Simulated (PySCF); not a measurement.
SMILES [S](C)[Zn][CH2]C (C₃H₈SZn) (PBE0/def2-SVP optimised geometry):

```
13

Zn    -0.026    -0.930     0.000
C      1.929    -0.930     0.000
C      2.590    -1.507     1.249
H      2.259     0.111    -0.164
H      2.254    -1.484    -0.898
H      2.310    -2.559     1.420
H      2.315    -0.953     2.161
H      3.692    -1.479     1.182
S     -2.217    -0.958    -0.029
C     -2.597     0.679     0.696
H     -2.226     0.776     1.727
H     -3.692     0.768     0.723
H     -2.207     1.507     0.088
```

Level of theory: PBE0/def2-TZVP in PySCF.

Task: What are the frontier orbital energies and the dipole moment?

Result: HOMO-2 -8.36 eV, HOMO-1 -7.08 eV, HOMO -6.47 eV, LUMO -0.54 eV, LUMO+1 -0.18 eV; dipole moment 1.85 D.

On the same geometry PBE/def2-TZVP (PySCF) gives HOMO-2 -7.19 eV, HOMO-1 -6.00 eV, HOMO -5.31 eV, LUMO -1.31 eV, LUMO+1 -0.95 eV; dipole moment 1.80 D.

Meta-Löwdin charges at PBE0/def2-TZVP: Zn1 1.04, C2 -0.66, C3 -0.33, H4 0.11, H5 0.11, H6 0.11, H7 0.11, H8 0.11, S9 -0.57, C10 -0.39, H11 0.12, H12 0.14, H13 0.12.
